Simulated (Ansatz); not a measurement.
Geometry optimisation, Ansatz 0.2.0, DFT PBE-D3(BJ), scalar-relativistic, plane waves, PAW.

input.yaml

```yaml
crystal:
  lattice:
    - [8.054832, 0.0, 0.0]
    - [0.0, 8.054832, 0.0]
    - [0.0, 0.0, 8.054832]
  atoms:
    - { symbol: C, position: [0.7067955, 0.5989785, 0.5889991] }
    - { symbol: O, position: [0.6599019, 0.4343362, 0.545393] }
    - { symbol: H, position: [0.5916763, 0.6674878, 0.6077282] }
    - { symbol: H, position: [0.7611445, 0.3714316, 0.5282154] }
    - { symbol: H, position: [0.7789337, 0.6032814, 0.7043972] }
    - { symbol: H, position: [0.7780053, 0.6602187, 0.4904194] }
    - { symbol: C, position: [0.458688, 0.2300971, 0.137454] }
    - { symbol: O, position: [0.3308462, 0.1330926, 0.2113063] }
    - { symbol: H, position: [0.4436242, 0.3556194, 0.1855578] }
    - { symbol: H, position: [0.342417, 0.0206595, 0.1697488] }
    - { symbol: H, position: [0.5830082, 0.1856614, 0.1707571] }
    - { symbol: H, position: [0.4484751, 0.2342871, 0.0017437] }
    - { symbol: C, position: [0.0659028, 0.0941365, 0.6578165] }
    - { symbol: O, position: [0.0791919, -0.0805638, 0.6804172] }
    - { symbol: H, position: [-0.0661915, 0.1229607, 0.6619375] }
    - { symbol: H, position: [0.196288, -0.1084829, 0.6770814] }
    - { symbol: H, position: [0.1284813, 0.1638978, 0.7565913] }
    - { symbol: H, position: [0.1152429, 0.1345497, 0.5375191] }
    - { symbol: C, position: [0.1082792, 0.4796752, 0.3363315] }
    - { symbol: O, position: [0.1012659, 0.4995067, 0.1609317] }
    - { symbol: H, position: [0.2005677, 0.5679979, 0.3808139] }
    - { symbol: H, position: [0.0194872, 0.4216081, 0.1191444] }
    - { symbol: H, position: [-0.0107385, 0.5076355, 0.3962662] }
    - { symbol: H, position: [0.1473249, 0.3543843, 0.3726188] }
    - { symbol: C, position: [0.2980003, 0.4117177, 0.8158296] }
    - { symbol: O, position: [0.3255529, 0.5430899, 0.9306764] }
    - { symbol: H, position: [0.2594194, 0.4700456, 0.7000448] }
    - { symbol: H, position: [0.3600795, 0.493276, 1.0347371] }
    - { symbol: H, position: [0.4108227, 0.3392368, 0.7922338] }
    - { symbol: H, position: [0.1993208, 0.3272598, 0.8566751] }
    - { symbol: C, position: [0.9089419, 0.9411642, 0.32363] }
    - { symbol: O, position: [0.90782, 0.8134308, 0.2016034] }
    - { symbol: H, position: [0.8424832, 0.8919325, 0.4306637] }
    - { symbol: H, position: [0.9666253, 0.8552441, 0.1051892] }
    - { symbol: H, position: [1.0351404, 0.9742738, 0.3625769] }
    - { symbol: H, position: [0.8451684, 1.0537192, 0.2811627] }
basis:
  ecutwfc: 420.0
kpoints:
  mp_grid: { grid: [1, 1, 1] }
hamiltonian:
  xc: pbe
  dispersion: d3bj
scf:
  occupations: { method: fermi_dirac, width: 0.02 }
  lower_state_search: "off"
relax:
  f_tol: 0.3
  max_steps: 15
  adjacent_minimum: "off"
```

Launched with:

```bash
$ ansatz run input.yaml --threads 1 --pin off --max-ram 3072MiB --backend cpu --events-out ev --progress --plain --runs-dir out
```

Problem. Where does it end, and by what steps?

Solution. The forces met the threshold. The threshold is loose, so the end isn't yet a minimum. The force dipped under the threshold on the way, but the program's further checks kept it going. Limits of this set-up: coarse k mesh. After 8 steps the energy has fallen by 1.125 eV; H28 moved furthest, 1.30 Å.

```
step  energy less start (eV)  largest force component (eV/Å)  accepted
   0                  0.0000                           0.657       yes
   1                 -0.2892                           0.626       yes
   2                 -0.4807                           1.479       yes
   3                 -0.6508                           0.602       yes
   4                 -0.7753                           0.305       yes
   5                 -0.8654                           0.182       yes
   6                 -0.9533                           0.162       yes
   7                 -1.0452                           0.206       yes
   8                 -1.1254                           0.150       yes
```

```xyz
36
Lattice="8.0548 0.0000 0.0000 0.0000 8.0548 0.0000 0.0000 0.0000 8.0548" Properties=species:S:1:pos:R:3
C 5.684 4.740 4.776
O 5.406 3.355 4.520
H 4.764 5.174 5.186
H 6.210 2.961 4.145
H 6.491 4.878 5.515
H 5.950 5.282 3.852
C 3.741 1.646 1.318
O 2.646 0.772 1.619
H 3.508 2.620 1.761
H 2.892 -0.112 1.305
H 4.684 1.282 1.756
H 3.873 1.776 0.231
C 0.647 0.269 5.781
O 0.390 -1.098 6.112
H -0.331 0.735 5.575
H 1.227 -1.559 6.362
H 1.119 0.826 6.611
H 1.281 0.381 4.879
C 1.037 3.973 2.623
O 1.100 4.106 1.197
H 1.857 4.573 3.034
H 0.354 3.616 0.819
H 0.089 4.372 3.015
H 1.178 2.924 2.931
C 2.329 3.926 6.252
O 2.391 5.143 7.009
H 2.218 4.188 5.192
H 2.101 4.907 7.916
H 3.248 3.325 6.365
H 1.462 3.310 6.544
C 7.323 7.662 2.301
O 6.917 6.571 1.476
H 6.913 7.480 3.303
H 7.418 6.618 0.641
H 8.418 7.750 2.385
H 6.928 8.626 1.931
```

Whether the end is a true minimum wasn't checked by a vibrational analysis.

Time of the run: 32 s on 1 thread of Arm Neoverse V1, on a shared host, peak memory 0.44 GiB.
